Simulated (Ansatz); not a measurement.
System: ZrH₂, net charge 0, triplet state. The spin state was set by rule; other spins were not relaxed. 
Structure (B3LYP-D3(BJ)/def2-TZVP (Ansatz, a program for electronic structure) minimum search):
```xyz
3

Zr     0.0309     0.0071     0.0318
H     -0.3599    -1.7271    -0.5339
H     -0.8769     1.4439    -0.7373
```
Charge 0, spin multiplicity 3.

Wanted: vertical singlet-triplet gap (E(singlet) - E(triplet); the singlet is one closed-shell determinant, which may describe it poorly; each state is the SCF solution reached for its spin; for the singlet the Hartree-Fock reference is unstable and T1 is 0.029), in kcal/mol. Valence correlation only, unless marked. Open shells are spin-unrestricted. Spin-orbit coupling is left out. Frozen are the shells of the preceding noble gas and the d and f shells that filled before the atom's block. Past Kr the def2 sets carry scalar-relativistic core potentials. Basis-set limits of correlation are two-point, X^-3; Hartree-Fock from the larger set. The bracket is a focal-point correction in the basis named.

```json
[
 {"level": "HF/def2-SVPD", "program": "Ansatz", "vertical singlet-triplet gap (kcal/mol)": "26.9", "minus last row": "22.2"},
 {"level": "HF/def2-TZVPPD", "program": "Ansatz", "vertical singlet-triplet gap (kcal/mol)": "27.6", "minus last row": "22.9"},
 {"level": "HF/def2-QZVPPD", "program": "Ansatz", "vertical singlet-triplet gap (kcal/mol)": "27.7", "minus last row": "23.0"},
 {"level": "SVWN5/def2-TZVPD", "program": "Ansatz", "vertical singlet-triplet gap (kcal/mol)": "8.6", "minus last row": "3.9"},
 {"level": "PBE/def2-TZVPD", "program": "Ansatz", "vertical singlet-triplet gap (kcal/mol)": "13.5", "minus last row": "8.8"},
 {"level": "r2SCAN/def2-TZVPD", "program": "Ansatz", "vertical singlet-triplet gap (kcal/mol)": "21.4", "minus last row": "16.7"},
 {"level": "PBE0/def2-TZVPD", "program": "Ansatz", "vertical singlet-triplet gap (kcal/mol)": "16.0", "minus last row": "11.3"},
 {"level": "BHLYP/def2-TZVPD", "program": "Ansatz", "vertical singlet-triplet gap (kcal/mol)": "14.1", "minus last row": "9.4"},
 {"level": "wB97M-V/def2-TZVPD", "program": "Ansatz", "vertical singlet-triplet gap (kcal/mol)": "8.0", "minus last row": "3.3"},
 {"level": "wB97X-V/def2-TZVPD", "program": "Ansatz", "vertical singlet-triplet gap (kcal/mol)": "10.4", "minus last row": "5.7"},
 {"level": "MP2/def2-SVPD", "program": "Ansatz", "vertical singlet-triplet gap (kcal/mol)": "14.2", "minus last row": "9.5"},
 {"level": "RI-MP2/def2-TZVPPD", "program": "Ansatz", "vertical singlet-triplet gap (kcal/mol)": "13.4", "minus last row": "8.7"},
 {"level": "SCS-MP2/def2-SVPD", "program": "Ansatz", "vertical singlet-triplet gap (kcal/mol)": "10.7", "minus last row": "6.0"},
 {"level": "SCS-MP2/def2-TZVPPD", "program": "Ansatz", "vertical singlet-triplet gap (kcal/mol)": "9.0", "minus last row": "4.3"},
 {"level": "CCSD/def2-SVPD", "program": "Ansatz", "vertical singlet-triplet gap (kcal/mol)": "6.4", "minus last row": "1.7"},
 {"level": "CCSD/def2-QZVPPD", "program": "Ansatz", "vertical singlet-triplet gap (kcal/mol)": "7.3", "minus last row": "2.6"},
 {"level": "CCSD/CBS(def2-TZVPPD,def2-QZVPPD)", "program": "Ansatz", "vertical singlet-triplet gap (kcal/mol)": "7.2", "minus last row": "2.5"},
 {"level": "CCSD(T)/def2-SVPD", "program": "Ansatz", "vertical singlet-triplet gap (kcal/mol)": "4.4", "minus last row": "-0.3"},
 {"level": "RI-MP2/CBS(def2-TZVPPD,def2-QZVPPD)+[CCSD(T)-MP2]/def2-SVPD", "program": "Ansatz", "vertical singlet-triplet gap (kcal/mol)": "2.7", "minus last row": "-2.0"},
 {"level": "RI-MP2/CBS(def2-TZVPPD,def2-QZVPPD)+[CCSD(T)-MP2]/def2-TZVPPD", "program": "Ansatz", "vertical singlet-triplet gap (kcal/mol)": "4.1", "minus last row": "-0.6"},
 {"level": "CCSD(T)/CBS(def2-TZVPPD,def2-QZVPPD)", "program": "Ansatz", "vertical singlet-triplet gap (kcal/mol)": "4.7", "minus last row": "0.0"}
]
```
